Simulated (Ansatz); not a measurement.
The same path of ClFH4NO2Ta + H2 (12 atoms, charge 0, multiplicity 1) was run twice with different band settings.

Computed with RKS PBE-D4/def2-SVP in Ansatz.

Relaxed end points:

```xyz
12
Properties=species:S:1:pos:R:3
Ta -0.226 -0.338 0.255
Cl 2.130 -0.432 0.253
O -0.382 -0.523 2.130
H -0.470 -0.615 3.088
F -0.216 -0.032 -1.643
N -1.115 1.428 0.323
H -1.438 1.902 1.170
H -1.335 1.965 -0.522
O -1.298 -1.899 -0.095
H -1.654 -2.072 -0.986
H 2.206 3.238 0.725
H 2.274 2.483 0.597
```

```xyz
12
Properties=species:S:1:pos:R:3
Ta -0.204 -0.312 0.039
Cl 2.151 -0.488 0.248
O -0.411 -0.552 1.921
H -0.180 -0.398 2.849
F 0.071 0.272 -1.758
N -1.191 1.395 0.226
H -1.616 1.746 1.087
H -1.326 2.039 -0.561
O -1.236 -1.834 -0.468
H -1.983 -2.283 -0.037
H 2.143 3.131 0.964
H 2.257 2.391 0.784
```

Common settings: spring 5.0 eV/Å²; optimiser quadratic models (default); start path through a guess of the saddle point; force threshold 0.05 eV/Å; iteration limit 60; end points relaxed.

| run | movable images | climbing image |
| --- | --- | --- |
| 1 | 9 | yes |
| 2 | 4 | no |

Task: What does each run give, and how far can it be trusted?

Result: Run 1: converged after 42 iterations, highest image 0.042 eV above the first end. A structure lower than the last end lies on the path between it and the top, so the climb from that side starts below the end, which may itself be a saddle point or a shallow side well. The top lies less than 8 meV above the higher end, about what the thresholds resolve: that end is a shoulder or a very shallow well. A vibrational analysis at the climbing image gives one clearly imaginary mode, 56i cm⁻¹: a first-order saddle point.
Run 2: converged after 18 iterations, highest image 0.042 eV above the first end. The highest image is an end point: on this band no image between the ends rises above it.
